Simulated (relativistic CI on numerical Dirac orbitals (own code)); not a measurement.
Slater and spin-orbit integrals, Sb21+

Method of calculation: Dirac-Coulomb-Breit CI, KLI orbitals optimised for each configuration, model QED (radiative potential, 1s self-energy scaled to tabulated hydrogen-like ionisation energies), unscaled Slater integrals (own radial code, finite nucleus).

Slater integrals F^k, G^k are unscaled and averaged over j, outside the closed core [Ar] 3d10; ζ comes from projecting the Hamiltonian with its Breit term on Σ l·s of the shell.

- 4s4p: G^1(4s,4p) = 190170, ζ(4p) = 68414 cm⁻¹; <r>(4s) = 0.6927, <r^2>(4s) = 0.5383, <r>(4p) = 0.7134, <r^2>(4p) = 0.5741 (bohr units).
- 4p²: F^2(4p,4p) = 144800, ζ(4p) = 68317 cm⁻¹; <r>(4p) = 0.714, <r^2>(4p) = 0.5751 (bohr units).
- 4s4d: G^2(4s,4d) = 138550, ζ(4d) = 7767.5 cm⁻¹; <r>(4s) = 0.693, <r^2>(4s) = 0.5388, <r>(4d) = 0.7347, <r^2>(4d) = 0.6158 (bohr units).

Averages of the first 10 configurations, taken without configuration mixing, which lowers the lowest level and can move excited configurations by several eV; other configurations of the list can lie among them:

| Configuration | Parity | States | Average energy above the lowest level (eV) |
| --- | --- | --- | --- |
| 4s² | even | 1 | 1.7 |
| 4s4p | odd | 12 | 52.9 |
| 4p² | even | 15 | 110.6 |
| 4s4d | even | 20 | 136.8 |
| 4d² | even | 45 | 274.7 |
| 4s4f | odd | 28 | 219.7 |
| 4p4d | odd | 60 | 191.7 |
| 4f² | even | 91 | 439.2 |
| 4p4f | even | 84 | 274.8 |
| 4d4f | odd | 140 | 356.3 |
